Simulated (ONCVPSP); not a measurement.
## Pseudopotential generation for molybdenum: ONCV, PBE, scalar-relativistic.

Input for ONCVPSP 4.0.1:

```
# ATOM AND REFERENCE CONFIGURATION
# atsym  z   nc   nv     iexc    psfile
  Mo 42.00    6    4        4      upf
#
#   n    l    f
    1    0    2.00
    2    0    2.00
    2    1    6.00
    3    0    2.00
    3    1    6.00
    3    2   10.00
    4    0    2.00
    4    1    6.00
    4    2    5.50
    5    0    0.50
#
# PSEUDOPOTENTIAL AND OPTIMIZATION
# lmax
    2
#
#   l,   rc,      ep,       ncon, nbas, qcut
    0    2.15    0.00    4    8    5.30
    1    2.05    0.00    4    8    6.80
    2    2.60    0.00    4    9    4.90
#
# LOCAL POTENTIAL
# lloc, lpopt,  rc(5),   dvloc0
    4    2    1.35    0.00
#
# VANDERBILT-KLEINMAN-BYLANDER PROJECTORs
# l, nproj, debl
    0    2    2.90
    1    2    1.50
    2    1    3.30
#
# MODEL CORE CHARGE
# icmod, fcfact, rcfact
    3    2.00    1.70
#
# LOG DERIVATIVE ANALYSIS
# epsh1, epsh2, depsh
   -4.00    5.00    0.02
#
# OUTPUT GRID
# rlmax, drl
    6.00    0.01
#
# TEST CONFIGURATIONS
# ncnf
    4
# nvcnf
#   n    l    f
    4
    4    0    2.00
    4    1    6.00
    4    2    5.00
    5    0    1.00
#
    4
    4    0    2.00
    4    1    6.00
    4    2    5.00
    5    0    0.00
#
    4
    4    0    2.00
    4    1    6.00
    4    2    4.00
    5    0    0.00
#
    4
    4    0    2.00
    4    1    5.00
    4    2    5.00
    5    0    1.00
#
```

Command:

```bash
oncvpsp.x < Mo.dat > Mo.out
```

The program printed (shortened: citation, most of the input echo, consistency checks and plot data are left out):

```
ONCVPSP  (Optimized Norm-Conservinng Vanderbilt PSeudopotential)
scalar-relativistic version 4.0.1

#   n    l    f        energy (Ha)
    1    0    2.00    -7.2842831E+02
    2    0    2.00    -1.0283945E+02
    2    1    6.00    -9.1930169E+01
    3    0    2.00    -1.7467660E+01
    3    1    6.00    -1.3892349E+01
    3    2   10.00    -8.0759837E+00
    4    0    2.00    -2.3222814E+00
    4    1    6.00    -1.3739711E+00
    4    2    5.50    -1.0903461E-01
    5    0    0.50    -1.3759506E-01

Reference configufation results
  iterations    28
  all-electron total energy (Ha)   -4.04860905D+03

Begin loop to  construct optimized pseudo wave functions
and semi-local pseudopoentials for all angular momenta

Calculating optimized projector #   1

 for l=   0

    Fraction of norm inside rc  0.986290
    Optimizing pswf for qcut=   5.30 a_B^-1,  ecut=  14.04 Ha
    Residual kinetic energy error=  2.72D-06 Ha

    Energy error per electron        Cutoff
         Ha          eV             Ha
         0.01000     0.27211        4.52
         0.00100     0.02721        5.92
         0.00010     0.00272        8.53
         0.00001     0.00027       12.48

Calculating optimized projector #   2

 for l=   0

    Fraction of norm inside rc  0.102977
    Optimizing pswf for qcut=   5.30 a_B^-1,  ecut=  14.04 Ha
    Residual kinetic energy error=  1.32D-05 Ha

    Energy error per electron        Cutoff
         Ha          eV             Ha
         0.01000     0.27211        3.44
         0.00100     0.02721        5.33
         0.00010     0.00272       11.17
         0.00001     0.00027       14.88

   Wellstate for l =  1  n =  5
     eigenvalue =   0.1260
     asymptotic potential =   0.6260
     half-point radius =  4.9042

Calculating optimized projector #   1

 for l=   1

    Fraction of norm inside rc  0.945000
    Optimizing pswf for qcut=   6.80 a_B^-1,  ecut=  23.13 Ha
    Residual kinetic energy error=  1.07D-08 Ha

    Energy error per electron        Cutoff
         Ha          eV             Ha
         0.01000     0.27211        9.91
         0.00100     0.02721       12.91
         0.00010     0.00272       15.67
         0.00001     0.00027       18.00

Calculating optimized projector #   2

 for l=   1

    Fraction of norm inside rc  0.080727
    Optimizing pswf for qcut=   6.80 a_B^-1,  ecut=  23.13 Ha
    Residual kinetic energy error=  1.78D-07 Ha

    Energy error per electron        Cutoff
         Ha          eV             Ha
         0.01000     0.27211        7.64
         0.00100     0.02721       10.73
         0.00010     0.00272       13.20
         0.00001     0.00027       15.44

Calculating optimized projector #   1

 for l=   2

    Fraction of norm inside rc  0.760006
    Optimizing pswf for qcut=   4.91 a_B^-1,  ecut=  12.03 Ha
    Residual kinetic energy error=  9.69D-05 Ha

    Energy error per electron        Cutoff
         Ha          eV             Ha
         0.01000     0.27211        8.34
         0.00100     0.02721       10.32
         0.00010     0.00272       12.23
         0.00001     0.00027       41.61

Construct Vanderbilt / Kleinmman-Bylander projectors

B matrix Hermiticity error, ll=   0
   1   2    1.7541E-04

  Orthonormal projector coefficients  3.2163E+00  8.8819E-01

B matrix Hermiticity error, ll=   1
   1   2    1.2473E-04

  Orthonormal projector coefficients  1.4385E+01  6.0244E-01

Model core correction analysis
  based on d2Exc/dn_idn_j

d2excae - all-electron derivatives

   -3.404642D-02   -2.995573D-02   -1.412485D-02   -1.692210D-03
   -2.995596D-02   -2.804936D-02   -1.571804D-02   -2.189793D-03
   -1.412505D-02   -1.571814D-02   -1.731952D-02   -1.192985D-02
   -1.691996D-03   -2.189118D-03   -1.192723D-02   -2.848224D-02

d2excps - pseudofunction derivatives with no core correction

   -4.889194D-02   -3.393787D-02   -1.170386D-02   -2.921417D-03
   -3.393826D-02   -3.137073D-02   -1.504780D-02   -2.475211D-03
   -1.170387D-02   -1.504780D-02   -1.872875D-02   -1.183715D-02
   -2.922586D-03   -2.474607D-03   -1.183459D-02   -2.844479D-02

rms 2nd derivative error    4.190404E-03

rmatch, rhocmatch    0.7575   11.1501

Teter function model core charge with specified parameters

d2excps - pseudofunction derivatives with core correction

   -3.290493D-02   -2.636806D-02   -1.058234D-02   -1.888780D-03
   -2.636812D-02   -2.611083D-02   -1.415568D-02   -2.070059D-03
   -1.058224D-02   -1.415560D-02   -1.859354D-02   -1.178897D-02
   -1.888587D-03   -2.069410D-03   -1.178641D-02   -2.836968D-02

rms 2nd derivative error    1.977527E-03

Pseudoatom total energy  -68.258124

Diagnostic tests using Vanderbilt-Kleinman-Bylander pseudopotentials
  1 or more projectors used as specified by nproj input data

   l    rcore       rmatch      e in        delta e   norm test  slope test

   0   2.1579118   2.2234307  -2.3222814   0.0000014   1.0001491   1.0001313
   0   2.1579118   2.2234307  -0.1375951   0.0000007   1.0000178   1.0000135

   1   2.0570737   2.1195309  -1.3739711   0.0000040   1.0000052   1.0000061
   1   2.0570737   2.1195309   0.1260289   0.0000217   1.0003833   1.0003833

   2   2.6131785   2.6925202  -0.1090346  -0.0000007   0.9999991   1.0000006

 Testing for bound ghosts
   n   l    E NL Schr. Eq   E Basis Diag.   E Cutoff

   1   0       -2.322280       -2.322280     57.03
   2   0       -0.137594       -0.115774     57.03

   2   1       -1.373967       -1.373966     71.96

   3   2       -0.109035       -0.108279     50.48

 Testing for highly-localized positive-energy ghosts
       l    <radius>/rc     E Basis Diag.   E Cutoff

       1        0.368672       24.211366     71.96  WARNING - GHOST(+)

Test configuration 0

   n   l     f        eae           eps        diff
   1   0  2.0000 -728.42831311
   2   0  2.0000 -102.83945102
   2   1  6.0000  -91.93016904
   3   0  2.0000  -17.46765962
   3   1  6.0000  -13.89234872
   3   2 10.0000   -8.07598366
   4   0  2.0000   -2.32228144   -2.32228005    1.39D-06
   4   1  6.0000   -1.37397108   -1.37396708    4.00D-06
   4   2  5.5000   -0.10903461   -0.10903530   -6.85D-07
   5   0  0.5000   -0.13759506   -0.13759434    7.21D-07

    Total energies and differences
      AE_ref= -4.04860905D+03  AE_tst= -4.04860905D+03  dif=  0.00D+00
      PS_ref= -6.82581242D+01  PS_tst= -6.82581242D+01  dif= -1.42D-14
      PSP excitation error=  1.42D-14

Test configuration 1

   n   l     f        eae           eps        diff
   1   0  2.0000 -728.47039780
   2   0  2.0000 -102.88456092
   2   1  6.0000  -91.97505839
   3   0  2.0000  -17.51227143
   3   1  6.0000  -13.93697492
   3   2 10.0000   -8.12082945
   4   0  2.0000   -2.36471407   -2.36286144    1.85D-03
   4   1  6.0000   -1.41432009   -1.41376234    5.58D-04
   4   2  5.0000   -0.13792070   -0.13773804    1.83D-04
   5   0  1.0000   -0.15018184   -0.15041338   -2.32D-04

    Total energies and differences
      AE_ref= -4.04860905D+03  AE_tst= -4.04861934D+03  dif= -1.03D-02
      PS_ref= -6.82581242D+01  PS_tst= -6.82685355D+01  dif= -1.04D-02
      PSP excitation error=  1.25D-04

Test configuration 2

   n   l     f        eae           eps        diff
   1   0  2.0000 -728.71926635
   2   0  2.0000 -103.12951684
   2   1  6.0000  -92.22026278
   3   0  2.0000  -17.75824307
   3   1  6.0000  -14.18292710
   3   2 10.0000   -8.36647840
   4   0  2.0000   -2.61340332   -2.61514857   -1.75D-03
   4   1  6.0000   -1.66434364   -1.66549512   -1.15D-03
   4   2  5.0000   -0.38270971   -0.38315062   -4.41D-04

    Total energies and differences
      AE_ref= -4.04860905D+03  AE_tst= -4.04836612D+03  dif=  2.43D-01
      PS_ref= -6.82581242D+01  PS_tst= -6.80150359D+01  dif=  2.43D-01
      PSP excitation error= -1.58D-04

Test configuration 3

   n   l     f        eae           eps        diff
   1   0  2.0000 -729.15509199
   2   0  2.0000 -103.56975447
   2   1  6.0000  -92.66017218
   3   0  2.0000  -18.19629598
   3   1  6.0000  -14.62097519
   3   2 10.0000   -8.80496008
   4   0  2.0000   -3.04115194   -3.04107432    7.76D-05
   4   1  6.0000   -2.08554804   -2.08608497   -5.37D-04
   4   2  4.0000   -0.76537044   -0.76413461    1.24D-03

    Total energies and differences
      AE_ref= -4.04860905D+03  AE_tst= -4.04779792D+03  dif=  8.11D-01
      PS_ref= -6.82581242D+01  PS_tst= -6.74468745D+01  dif=  8.11D-01
      PSP excitation error= -1.18D-04

Test configuration 4

   n   l     f        eae           eps        diff
   1   0  2.0000 -728.98941831
   2   0  2.0000 -103.37599969
   2   1  6.0000  -92.46932859
   3   0  2.0000  -17.99668132
   3   1  6.0000  -14.42133849
   3   2 10.0000   -8.60401582
   4   0  2.0000   -2.79889943   -2.82616291   -2.73D-02
   4   1  5.0000   -1.83621014   -1.85337950   -1.72D-02
   4   2  5.0000   -0.50517840   -0.50421397    9.64D-04
   5   0  1.0000   -0.41155152   -0.41376290   -2.21D-03

    Total energies and differences
      AE_ref= -4.04860905D+03  AE_tst= -4.04700358D+03  dif=  1.61D+00
      PS_ref= -6.82581242D+01  PS_tst= -6.66439560D+01  dif=  1.61D+00
      PSP excitation error= -8.69D-03
```

The run took about 7 s on one core of a shared server CPU.
